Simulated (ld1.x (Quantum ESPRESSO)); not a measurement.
**P (Z = 15): excitation energies, all-electron against ultrasoft**

| Property | Result |
| --- | --- |
| Element | P |
| Generator | ld1.x (Quantum ESPRESSO) 7.5 |
| Type | ultrasoft |
| Functional | PW91 |
| Relativity | scalar-relativistic |
| Frozen core | [Ne] |
| Valence charge | 5 |
| Reference configuration | 3s2 3p2.5 (charge +0.5) |
| Partial waves | 3s (bound): rcut 1.20, rcutus 1.40 bohr; 3s channel at -0.75 Ry: rcut 1.20, rcutus 1.40 bohr; 3p (bound): rcut 1.70, rcutus 2.10 bohr; 3p channel at 4.1 Ry: rcut 1.70, rcutus 2.10 bohr |
| Local potential | all-electron potential smoothed inside 1.05 bohr (lloc = -1) |
| Core correction | none |
| Augmentation charge | PSQ, radius 1.25 bohr |

Energies are relative to the spin-unpolarised reference configuration 3s2 3p2.5; without spin polarisation the order of configurations can differ from experiment.

```csv
valence configuration,charge,ΔE all-electron (eV),error AE − PS (meV)
3s2 3p3,0,-3.797,+0.3
3s2 3p2,+1,5.979,-0.1
3s2 3p1,+2,25.187,+2.7
3s2 3p0,+3,55.008,+18
3s1 3p0,+4,107.101,+113
```

Q: What are ΔE and the potential's error for 3s1 3p4?

A: ΔE = 4.744 eV all-electron; the error (AE − PS) is +5.4 meV.

Q: What are ΔE and the potential's error for 3s2 3p3.3?

A: ΔE = -5.115 eV all-electron; the error (AE − PS) is +0.7 meV.

Note: ghost state, extra bound levels that the all-electron valence spectrum of the same l lacks: s at -31.2 eV. A true bound ghost makes a file unfit for plane-wave use.
